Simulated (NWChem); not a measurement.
## Which level was it?

C2H3ClSi: 7 atoms, total charge 0, spin state singlet. SMILES: `ClC1=C[SiH2]1`. The coordinates come from a PBE0-D4/def2-TZVP relaxation.

```xyz
7

Cl   -1.1692   -2.2933    0.4115
C    -0.3580   -0.8199    0.1632
C     0.8368   -0.3300    0.4667
Si   -0.1859    0.8716   -0.4389
H     1.7275   -0.6738    0.9756
H    -0.8378    2.0113    0.2488
H     0.0478    1.1662   -1.8726
```

Orbital energies are those of the mean-field step.

A calculation with NWChem 7.3.0 gave:

```json
{
 "total energy": "-821.6366 Eh",
 "dipole moment": "2.12 D",
 "HOMO energy": "-10.23 eV",
 "LUMO energy": "3.11 eV",
 "HOMO–LUMO gap": "13.35 eV",
 "largest force": "2.200 eV/Å"
}
```

Which of these levels gave the numbers?
A. HF/3-21G
B. B3LYP/6-31G* (spherical functions)
C. HF/STO-3G
D. MP2/def2-SVP

A. The others give -827.6204 Eh (B3LYP/6-31G* (spherical functions)), -826.0215 Eh (MP2/def2-SVP), -816.6222 Eh (HF/STO-3G).
